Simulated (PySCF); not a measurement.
**InCl⁻ from Hartree–Fock to correlated methods**

State: ²Π (doublet), unpaired electrons π ↑. Set-up: In def2-SVPD with ECP28, Cl def2-SVPD; scalar-relativistic core potentials (PySCF 2.14). De refers to In + Cl⁻ in their high-spin ground configurations, without counterpoise correction. The functionals are run spin-unrestricted. A positive dipole points towards Cl; it is taken about the centre of mass and depends on that origin.

```
      Level  Re (Å)  ωe (cm⁻¹)  De (eV)  μ (D)
        UHF   2.711        185      n/a  -3.40
    UHF-MP2   2.674        203     1.21    n/a
UHF-SCS-MP2   2.691        196     1.14    n/a
        PBE   2.678        200     1.26  -3.04
       PW91   2.675        201     1.27  -3.08
       BLYP   2.734        182     1.07  -3.48
     r²SCAN   2.645        211     1.34  -2.82
      TPSSh   2.659        207     1.25  -2.96
       PBE0   2.653        207     1.26  -2.99
      HSE06   2.654        207     1.27  -3.00
```

Problem. What does a quarter of exact exchange do here, going from PBE to PBE0?

Solution. PBE0 less PBE: -2.5 pm in Re, +3.5 % in ωe, +0.00 eV in De. Exact exchange removes part of the self-interaction that spreads semilocal densities, and in most molecules shortens and stiffens the bond and lowers De; so it does here.

Problem. What does the step from GGA to meta-GGA do here, going from PBE to r²SCAN?

Solution. r²SCAN less PBE: -3.3 pm in Re, +5.5 % in ωe, +0.08 eV in De. 

Problem. What does second-order correlation do here, going from UHF to UHF-MP2?

Solution. UHF-MP2 less UHF: -3.7 pm in Re, +9.7 % in ωe. Correlation nearly always deepens the well. The bond shortens, as in weak, metallic or heavy-atom bonds, where dispersion and the correlation of outer-core electrons pull the atoms together.

Correlated steps freeze 9 core orbitals. Correlated levels converge slowly with the basis: in double zeta they bind strong bonds too weakly, by up to about 1 eV, and carry superposition errors of some tenths. Spin–orbit coupling is left out, which matters for elements this heavy, above all for dissociation energies. For an ion De counts to the pair picked by the measured ionisation energies or electron affinities, which need not be the lowest pair at this level. The highest Kohn–Sham level is positive in this anion. Much of that is self-interaction error, but it also means that the finite basis helps to hold the extra electron. The state is the lowest determinant that a PBE0 search found; another state may lie lower at other levels.
